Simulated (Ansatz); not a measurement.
Species: C$_{4}$H$_{11}$Ge, charge 0, multiplicity 2. It need not be the lowest isomer of its formula. SMILES: [CH2][Ge]([CH3])([CH3])[CH3]
Geometry from a B3LYP-D3(BJ)/def2-TZVP (Ansatz, a program for electronic structure) optimisation:
```xyz
16

C     -0.2063    -1.2608    -1.4999
Ge    -0.0068    -0.0203    -0.0257
C     -0.0744     1.8236    -0.7149
C     -1.4541    -0.3237     1.2739
C      1.7324    -0.3045     0.8660
H     -0.7029    -2.2188    -1.3924
H      0.1958    -1.0609    -2.4871
H      0.0695     2.5368     0.0977
H     -1.0375     2.0223    -1.1852
H      0.7111     1.9817    -1.4548
H     -2.4262    -0.1451     0.8139
H     -1.4279    -1.3510     1.6394
H     -1.3453     0.3476     2.1266
H      1.7995    -1.3198     1.2568
H      2.5510    -0.1488     0.1631
H      1.8453     0.3970     1.6940
```
Charge 0, spin multiplicity 2.

Parts of the frozen-core correlation energy in cc-pVTZ (Ansatz, hartree). Frozen orbitals: 18; correlated occupied orbitals by spin: 16 and 15; virtual: 283 and 284. Open shells are spin-unrestricted. No spin-orbit coupling. Non-relativistic.

| term | value |
|---|---|
| reference (HF) | -2233.31738 |
| MP2 opposite-spin | -0.63270 |
| MP2 same-spin | -0.17019 |
| CCSD correlation | -0.86960 |
| (T) | -0.03285 |
| T1 diagnostic | 0.010 |
| largest doubles amplitude | 0.017 |
| <S^2> of the reference | 0.762 |
